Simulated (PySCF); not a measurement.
## Spin-rotation constants: SMILES FC1(F)CC12CCC2, C$_{6}$H$_{8}$F$_{2}$

Cartesian coordinates in Å; atom numbers follow the order of the lines, from 1:
```xyz
16

F    -1.774   -0.482    1.910
C    -1.451   -0.700    0.616
F    -1.703   -1.997    0.335
C    -1.716    0.353   -0.406
C    -0.301    0.000   -0.008
C     0.774   -0.632   -0.877
C     1.828    0.206   -0.130
C     0.717    0.881    0.697
H    -2.130    1.287   -0.056
H    -2.074    0.029   -1.371
H     0.675   -0.396   -1.935
H     0.868   -1.711   -0.763
H     2.520   -0.385    0.464
H     2.394    0.886   -0.762
H     0.588    1.943    0.498
H     0.778    0.727    1.773
```

Computed, not measured: PySCF, GIAO PBE/pcSseg-1 magnetisability, rotational g tensor and spin-rotation constants, non-relativistic, gas phase. Geometry: GFN2-xTB.

Give the nuclear spin-rotation constants along the inertial axes (H = +C I·J) beside the isotropic shieldings.

Rotational constants 3.6286, 1.5907, 1.4283 GHz. A star marks the isotopologue with that one atom substituted, in its own axes.
```csv
atom,isotope,Caa (kHz),Cbb (kHz),Ccc (kHz),mean (kHz),σ (ppm)
F1,19F,4.261,0.832,1.575,2.223,308.5
F3,19F,4.243,0.842,1.574,2.219,308.5
H9,1H,-0.430,-0.046,-0.092,-0.189,30.7
H10,1H,-0.431,-0.048,-0.090,-0.190,30.7
H11,1H,-0.352,-0.104,-0.029,-0.162,29.6
H12,1H,-0.342,-0.075,-0.046,-0.154,29.1
H13,1H,-0.381,-0.178,0.051,-0.169,29.5
H14,1H,0.028,-0.175,-0.111,-0.086,29.5
H15,1H,-0.351,-0.102,-0.031,-0.162,29.5
H16,1H,-0.343,-0.077,-0.043,-0.154,29.1
C2,13C*,1.234,0.400,0.477,0.704,57.1
C4,13C*,0.582,0.174,0.295,0.350,157.3
C5,13C*,0.845,0.151,0.241,0.412,153.3
C6,13C*,0.526,0.285,0.226,0.346,156.1
C7,13C*,0.593,0.198,0.204,0.332,167.1
```
For the geometry as given, no vibrational averaging.

How do the rotational constants and the g tensor change when H9, H10, H11, H12, H13, H14, H15, H16 are replaced by deuterium?

Constants 3.0433, 1.4101, 1.2794 GHz; g -0.0151, -0.0025, -0.0131, against -0.0182, -0.0026, -0.0143 before.
